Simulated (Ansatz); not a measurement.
Two isomers of C8H16: A = `CCC1CCCCC1`, B = `C[C@@H]1CCCC[C@H]1C`.

Isolated molecules relaxed with PBE0-D4/def2-TZVP in Ansatz; ΔE leaves out vibrations. CCSD(T)/CBS adds triple-zeta CCSD(T) − MP2 to the extrapolated MP2 energy (def2 sets, frozen cores). Functionals use def2-TZVPP. B3LYP here is the variant with VWN-RPA as its local correlation; programs differ in this. One conformer a species, not always the lowest.

Which isomer does CCSD(T)/CBS put lower? Give the gap. (Best estimate.)

Ansatz gave: A, by 3.6 kJ/mol.

Give E(B) − E(A) in kJ/mol with CCSD/def2-TZVPP, r2SCAN-D4, HF/def2-TZVPP, B2PLYP, PBE-D4, CCSD(T)/def2-TZVPP, B3LYP. (Estimate.)

Computed: CCSD/def2-TZVPP 4.6, r2SCAN-D4 5.7, HF/def2-TZVPP 14.1, B2PLYP 7.8, PBE-D4 5.1, CCSD(T)/def2-TZVPP 2.9, B3LYP 11.6. None reverses the order clearly.

Largest T1 diagnostic: 0.009.

In def2-TZVPP, CCSD(T) changes the Hartree–Fock value by −11.2 kJ/mol (the triples alone add −1.6 kJ/mol) and MP2 by −12.9 kJ/mol. The D4 term adds −7.2 kJ/mol with B3LYP and −4.1 kJ/mol with PBE0; it sums over pairs of atoms, weighted by their polarisabilities, and B3LYP, whose exchange is more repulsive, gets the larger term.
